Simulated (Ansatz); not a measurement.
This geometry of ClH5OSi2 (9 atoms, charge 0, multiplicity 1) is a first-order saddle point.

Method: RKS r2SCAN/cc-pVDZ (Ansatz).

```xyz
9
Properties=species:S:1:pos:R:3
Si 0.238 -0.198 -0.545
Cl 1.266 0.763 1.839
H 1.560 0.376 0.433
H -1.032 0.641 -0.425
O -0.269 -1.748 -0.179
Si -1.658 -2.504 0.453
H -1.357 -2.943 1.847
H -2.803 -1.540 0.441
H -1.956 -3.683 -0.412
```

(1) Which two structures does it join? (They come from a converged band through this point; their orientation in space is the band's.)

(2) How far does it lie above each of them?

Results:

(1) Bonds broken: Si1–Cl2, Si1–H3. Bonds formed: Cl2–H3. ClH5OSi2 becomes ClH + H4OSi2.

Initial state:

```xyz
9
Properties=species:S:1:pos:R:3
Si 0.287 -0.028 0.052
Cl 0.492 0.416 2.084
H 1.634 0.034 -0.575
H -0.668 0.971 -0.508
O -0.294 -1.579 -0.134
Si -1.590 -2.467 0.506
H -1.279 -2.882 1.908
H -2.836 -1.635 0.487
H -1.756 -3.664 -0.369
```

Final state:

```xyz
9
Properties=species:S:1:pos:R:3
Si 0.209 -0.232 -0.596
Cl 1.463 0.931 1.863
H 1.601 0.475 0.559
H -1.110 0.554 -0.458
O -0.280 -1.775 -0.158
Si -1.686 -2.533 0.438
H -1.405 -2.996 1.829
H -2.824 -1.561 0.424
H -1.979 -3.699 -0.449
```

(2) 275.7 kJ/mol above the first and 0.9 kJ/mol above the second. This is the barrier of this one path; another mechanism may lie lower. The orbitals stay closed-shell, which can raise the energy where a bond breaks towards radicals; this wasn't checked here.

Time of the run: 6.3 min on 2 threads of Arm Neoverse V1 (shared host), peak memory 0.16 GiB.
